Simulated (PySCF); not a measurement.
Isomers of C7H15F, from PBE0-D3(BJ)/def2-SVP geometry optimisation, gas phase in PySCF 2.14.0. One conformer each, no zero-point energy, no frequencies.

Question: Which isomer lies lowest at this level?
A. `[CH3:1][CH2:2][C:3]([CH3:4])([CH3:5])[CH2:6][CH2:7][F:8]` with C1–C2–C3–C4 -178°, C2–C3–C6–C7 -57°, C3–C6–C7–F8 -179°: A = 2424, B = 1290, C = 1075 MHz, dipole 1.91 D
B. `[CH3:1][CH:2]([CH3:3])[CH:4]([F:5])[CH:6]([CH3:7])[CH3:8]` with C1–C2–C4–F5 -56°, C2–C4–C6–C7 57°: A = 2862, B = 1378, C = 1159 MHz, dipole 1.60 D
C. `[CH3:1][CH:2]([CH3:3])[C:4]([CH3:5])([CH3:6])[CH2:7][F:8]` with C1–C2–C4–C5 172°, C2–C4–C7–F8 174°: A = 2862, B = 1418, C = 1229 MHz, dipole 1.67 D

Answer: B. That is `CC(C)C(F)C(C)C`, 5.4 kcal/mol below the next.

| SMILES | mapped SMILES | E (Eh) | relative (kcal/mol) | relative (kJ/mol) | dipole (D) |
| --- | --- | --- | --- | --- | --- |
| CC(C)C(F)C(C)C | [CH3:1][CH:2]([CH3:3])[CH:4]([F:5])[CH:6]([CH3:7])[CH3:8] | -374.94176 | 0.0 | 0.0 | 1.60 |
| CC(C)C(C)(C)CF | [CH3:1][CH:2]([CH3:3])[C:4]([CH3:5])([CH3:6])[CH2:7][F:8] | -374.93309 | 5.4 | 22.8 | 1.67 |
| CCC(C)(C)CCF | [CH3:1][CH2:2][C:3]([CH3:4])([CH3:5])[CH2:6][CH2:7][F:8] | -374.93167 | 6.3 | 26.5 | 1.91 |

As drawn, the highest has a quaternary carbon, which the lowest lacks.
